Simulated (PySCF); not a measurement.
PBE on Sm (samarium, neutral), [Xe] 4f7 6s1, high-spin 9S determinant (an excited configuration). Computed with PySCF 2.14 in ANO-RCC-VTZP (8s7p5d3f2g1h, 104 functions), with the spin-free X2C one-electron Hamiltonian (Gaussian nucleus).

```
cycle= 1 E= -10425.7592845077  delta_E= 0.114  |g|= 0.95  |ddm|= 0.674
cycle= 2 E= -10425.0031105886  delta_E= 0.756  |g|= 2.28  |ddm|= 1.17
cycle= 3 E= -10425.9160066927  delta_E= -0.913  |g|= 0.171  |ddm|= 0.739
cycle= 4 E= -10425.9225310027  delta_E= -0.00652  |g|= 0.0668  |ddm|= 0.125
cycle= 5 E= -10425.9235848888  delta_E= -0.00105  |g|= 0.00265  |ddm|= 0.0342
cycle= 6 E= -10425.9235862807  delta_E= -1.39e-06  |g|= 4.34e-05  |ddm|= 0.0011
cycle= 7 E= -10425.923586281  delta_E= -2.86e-10  |g|= 6.47e-07  |ddm|= 1.3e-05
converged SCF energy = -10425.923586281  <S^2> = 20.003183  2S+1 = 9.0007074
```

Highest occupied orbital energy: 2.128 eV; ⟨L²⟩ = 0.00; populations by l: s 11.00, p 24.00, d 20.00, f 7.00.

Task: Can this result be used?

Result: Not for this state. The run converged. Spin-orbit coupling, which splits the p, d and f shells strongly at this Z, is absent. At PBE the highest occupied level has a positive energy, so only the finite basis holds that electron; for this excited configuration the basis is too tight for the outer shell.
